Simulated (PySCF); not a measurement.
BP86 on Hf²⁺ (hafnium, charge +2), [Xe] 4f14 5d1 6s1, high-spin 3D determinant (an excited configuration). Calculation: PySCF 2.14, in ANO-RCC-VTZP (8s7p5d3f2g1h, 104 functions); scalar relativity by spin-free X2C-1e.

```
cycle= 1 E= -15079.2606093628  delta_E= -0.0154  |g|= 0.658  |ddm|= 1.02
cycle= 2 E= -15079.1665283811  delta_E= 0.0941  |g|=  1.3  |ddm|=  1.4
cycle= 3 E= -15079.2877309798  delta_E= -0.121  |g|= 0.0621  |ddm|= 0.909
cycle= 4 E= -15079.290120412  delta_E= -0.00239  |g|= 0.0559  |ddm|= 0.975
cycle= 5 E= -15079.2913951322  delta_E= -0.00127  |g|= 0.0681  |ddm|= 1.39
cycle= 6 E= -15079.2920282467  delta_E= -0.000633  |g|= 0.0273  |ddm|= 0.302
cycle= 7 E= -15079.2919830704  delta_E= 4.52e-05  |g|= 0.0522  |ddm|= 0.319
cycle= 8 E= -15079.2923680722  delta_E= -0.000385  |g|= 0.0416  |ddm|= 0.0147
cycle= 9 E= -15079.292745063  delta_E= -0.000377  |g|= 0.0252  |ddm|= 0.0146
cycle= 10 E= -15079.2929102741  delta_E= -0.000165  |g|= 0.0114  |ddm|= 0.0254
cycle= 11 E= -15079.2929520226  delta_E= -4.17e-05  |g|= 0.00107  |ddm|= 0.0228
cycle= 12 E= -15079.2929524279  delta_E= -4.05e-07  |g|= 2.7e-05  |ddm|= 0.000887
cycle= 13 E= -15079.2929524283  delta_E= -3.46e-10  |g|= 7.58e-06  |ddm|= 0.000135
converged SCF energy = -15079.2929524283  <S^2> = 2.0008562  2S+1 = 3.0005707
```

Highest occupied orbital energy: -18.791 eV; ⟨L²⟩ = 8.70; populations by l: s 10.55, p 24.00, d 21.45, f 14.00.

Q: Can this result be used?

A: Not for this state. Self-consistency was reached. ⟨L²⟩ = 8.70 against 6 for a pure D term, so this real determinant mixes terms. Spin-orbit coupling, absent here, splits the open shell strongly. The s, p, d and f populations moved away from the nominal configuration during the SCF.
